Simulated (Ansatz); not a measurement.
Calculated with Ansatz (gas phase, PBE0-D4/def2-TZVP geometries, no zero-point term in ΔE). CCSD(T)/CBS adds triple-zeta CCSD(T) − MP2 to the extrapolated MP2 energy (def2 sets, frozen cores). This one scheme is used for every species. One conformer a species, not always the lowest.

Consider the hydrogenolysis of a C–C bond: `CCCCC(C=O)CC` + H₂ → `CCCC=O` + `CCCC`.

`CCCCC(C=O)CC`:

Cartesian coordinates in Å:
```
C -0.291 3.212 0.675
C -0.741 2.056 1.555
C -1.138 0.806 0.781
C 0.002 0.164 0.003
C -0.414 -1.129 -0.686
C -0.727 -2.201 0.327
O -1.555 -3.057 0.181
C 0.637 -1.660 -1.674
C 1.989 -2.000 -1.065
H -1.066 3.476 -0.051
H -0.079 4.102 1.272
H 0.617 2.971 0.117
H 0.056 1.802 2.263
H -1.593 2.378 2.162
H -1.554 0.072 1.482
H -1.952 1.050 0.087
H 0.836 -0.034 0.687
H 0.385 0.857 -0.752
H -1.338 -0.964 -1.252
H -0.107 -2.175 1.253
H 0.224 -2.545 -2.166
H 0.768 -0.903 -2.455
H 2.454 -1.131 -0.594
H 1.911 -2.786 -0.310
H 2.674 -2.359 -1.836
```

H₂:

Cartesian coordinates in Å:
```
H -0.318 0.088 -0.173
H 0.318 -0.088 0.173
```

`CCCC=O`:

Cartesian coordinates in Å:
```
C 0.753 -1.178 -0.723
C -0.119 0.055 -0.894
C -0.852 0.445 0.377
C 0.009 1.045 1.448
O 1.172 1.316 1.330
H 1.253 -1.438 -1.658
H 0.157 -2.042 -0.415
H 1.524 -1.011 0.031
H -0.855 -0.120 -1.684
H 0.497 0.899 -1.217
H -1.380 -0.410 0.821
H -1.640 1.185 0.180
H -0.520 1.254 2.405
```

`CCCC`:

Z-matrix (Å, degrees):
```
C
C 1 1.519
H 1 1.094 2 111.1
H 1 1.092 2 111.7 3 120.2
H 1 1.094 2 111.1 3 -119.5
C 2 1.520 1 113.1 3 59.7
H 2 1.096 1 109.7 3 -62.3
H 2 1.096 1 109.7 3 -178.2
C 6 1.519 2 113.1 1 179.9
H 6 1.096 2 109.1 1 57.5
H 6 1.097 2 109.1 1 -57.7
H 9 1.094 6 111.1 2 59.7
H 9 1.094 6 111.1 2 -59.8
H 9 1.092 6 111.7 2 180.0
```

```json
{"species": "`CCCCC(C=O)CC`", "CCSD(T)/CBS(def2) energy (Eh)": "-389.23288"}
{"species": "H₂", "CCSD(T)/CBS(def2) energy (Eh)": "-1.17544"}
{"species": "`CCCC=O`", "CCSD(T)/CBS(def2) energy (Eh)": "-232.19033"}
{"species": "`CCCC`", "CCSD(T)/CBS(def2) energy (Eh)": "-158.24160"}
```

Question: Work out ΔE.

Answer: ΔE = (-232.19033) + (-158.24160) − (-389.23288) − (-1.17544) = -0.02361 Eh = -62.0 kJ/mol.

Largest T1 diagnostic among the species: 0.012.

In def2-TZVPP, CCSD(T) changes the Hartree–Fock value by +37.4 kJ/mol (the triples alone add +6.9 kJ/mol) and MP2 by +43.2 kJ/mol. The D4 term adds +19.5 kJ/mol with B3LYP and +11.7 kJ/mol with PBE0; it sums over pairs of atoms, weighted by their polarisabilities, and B3LYP, whose exchange is more repulsive, gets the larger term.

B3LYP here is the variant with VWN-RPA as its local correlation; programs differ in this.
